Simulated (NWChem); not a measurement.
System: AlH₂I; SMILES [I][AlH2]

```xyz
4

Al     0.0000     0.0000    -1.9070
H      0.0000     1.3996    -2.6427
H      0.0000    -1.3996    -2.6427
I      0.0000     0.0000     0.5675
```
Atoms are numbered in this order, from 1.

Results from NWChem. The geometry was optimised at PBE0/def2-SVP. def2 effective core potentials on I; no spin-orbit coupling. Vertical excitations in the gas phase; the lowest state need not have the same character in each row.

For level PBE/def2-SVP, TDA:

lowest excitation, singlet (eV): 3.91
lowest state with f > 0.02, singlet (eV): 4.78
lowest triplet (eV): 3.77
orbital gap (eV): 3.86

**Question.** What are these values for level PBE0/def2-SVP, TDA?

**Answer.** 
| Quantity | Value |
|---|---|
| lowest excitation, singlet (eV) | 4.43 |
| lowest state with f > 0.02, singlet (eV) | 5.24 |
| lowest triplet (eV) | 4.27 |
| orbital gap (eV) | 5.71 |
